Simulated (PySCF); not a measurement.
Bi(SiH3)3, SMILES [SiH3][Bi]([SiH3])[SiH3] (H₉BiSi₃), singlet (PBE0/def2-SVP optimised geometry):

```
13

Bi     0.355    -1.566    -2.122
Si     0.972     0.521    -3.670
H      2.452     0.561    -3.879
H      0.534     1.817    -3.065
H      0.309     0.361    -5.001
Si     1.237    -0.206     0.000
H      2.733    -0.206     0.000
H      0.762    -0.879     1.249
H      0.754     1.209     0.000
Si    -2.071    -0.517    -1.739
H     -2.901    -0.732    -2.965
H     -2.009     0.949    -1.449
H     -2.733    -1.209    -0.590
```

Method: PBE0/def2-TZVP, def2 effective core potentials past Kr in PySCF.

Task: What are the frontier orbital energies and the dipole moment?

Result: HOMO-2 -7.60 eV, HOMO-1 -7.60 eV, HOMO -7.17 eV, LUMO -0.71 eV, LUMO+1 -0.71 eV; dipole moment 0.78 D.

On the same geometry PBE/def2-TZVP, def2 effective core potentials past Kr (PySCF) gives HOMO-2 -6.64 eV, HOMO-1 -6.64 eV, HOMO -6.28 eV, LUMO -1.43 eV, LUMO+1 -1.43 eV; dipole moment 0.87 D.
